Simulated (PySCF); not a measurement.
SMILES C=C/C=C\[SeH], GFN2-xTB optimised geometry.

```
11

C      2.61    -0.60     0.00
C      1.28    -0.60     0.00
C      0.47     0.59     0.00
C     -0.87     0.59     0.00
Se    -1.93    -0.99     0.00
H      3.18     0.32     0.00
H      3.18    -1.51     0.00
H      0.74    -1.54     0.00
H      0.99     1.54     0.00
H     -1.44     1.50     0.00
H     -3.18    -0.28     0.00
```

Density from B3LYP/def2-TZVP (PySCF) at that geometry.

Minimum of the electron density along straight lines between bonded atoms, close to the bond critical point (lines longer than 1.1 times the sum of covalent radii, or with two minima, are not listed):

| bond | length / Å | ρ at the minimum / e bohr⁻³ | ∇²ρ there / e bohr⁻⁵ | position (fraction from the first atom) |
|---|---|---|---|---|
| C1–C2 | 1.329 | 0.357 | -1.12 | 0.50 |
| C2–C3 | 1.440 | 0.293 | [?] | 0.50 |
| C3–C4 | 1.336 | 0.350 | -1.07 | 0.49 |
| C4–Se5 | 1.901 | [?] | [?] | 0.49 |
| C1–H6 | 1.078 | 0.288 | -1.03 | 0.64 |
| C1–H7 | 1.076 | 0.290 | -1.04 | 0.64 |
| C2–H8 | 1.087 | 0.285 | -1.01 | 0.64 |
| C3–H9 | 1.083 | 0.286 | -1.01 | 0.64 |
| C4–H10 | 1.079 | 0.289 | -1.04 | 0.65 |
| Se5–H11 | 1.446 | 0.185 | -0.34 | 0.62 |

Question: Complete the blanks.

Answer: 
- C2–C3, ∇²ρ there / e bohr⁻⁵: -0.85
- C4–Se5, ρ at the minimum / e bohr⁻³: 0.162
- C4–Se5, ∇²ρ there / e bohr⁻⁵: -0.19
